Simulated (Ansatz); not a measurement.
One change: `C[CH]([SiH3])[AlH][AlH2]` becomes `CC([SiH3])[TeH]`.

Ansatz, PBE0-D4/def2-TZVP geometries, multiplicity 1. Each molecule was computed in one conformer, which needn't be the lowest.

Elements past krypton have def2 core potentials.

| property | `C[CH]([SiH3])[AlH][AlH2]` |
| --- | --- |
| LUMO energy (PBE/def2-TZVPP) / eV | -2.84 |
| size of the dipole moment (ωB97M-V/def2-TZVPP) / D | 1.08 |
| size of the dipole moment (PBE/def2-TZVPP) / D | 1.11 |
| size of the dipole moment (B3LYP/def2-TZVPP) / D | 1.09 |
| HOMO–LUMO gap (ωB97M-V/def2-TZVPP) / eV | 8.20 |
| LUMO energy (ωB97M-V/def2-TZVPP) / eV | -0.46 |

Q: Give the same properties after the change, and the shifts. (Best estimate.)

A: Ansatz gave: 
```tsv
property	`CC([SiH3])[TeH]`	shift
LUMO energy (PBE/def2-TZVPP) / eV	-1.71	1.13
size of the dipole moment (ωB97M-V/def2-TZVPP) / D	1.04	-0.04
size of the dipole moment (PBE/def2-TZVPP) / D	1.08	-0.03
size of the dipole moment (B3LYP/def2-TZVPP) / D	1.08	-0.01
HOMO–LUMO gap (ωB97M-V/def2-TZVPP) / eV	9.18	0.98
LUMO energy (ωB97M-V/def2-TZVPP) / eV	0.91	1.37
```

With PBE0 the HOMO rises by 0.59 eV and the LUMO rises by 1.20 eV, so the gap widens by about 0.61 eV. PBE moves the HOMO by 0.61 eV and ωB97M-V by 0.40 eV. Dipoles are sizes alone; their direction can turn.

B3LYP here is the variant with VWN-RPA as its local correlation; programs differ in this.

Spin–orbit coupling is left out; it splits and shifts lone-pair levels of the heavy atoms by tenths of an eV.
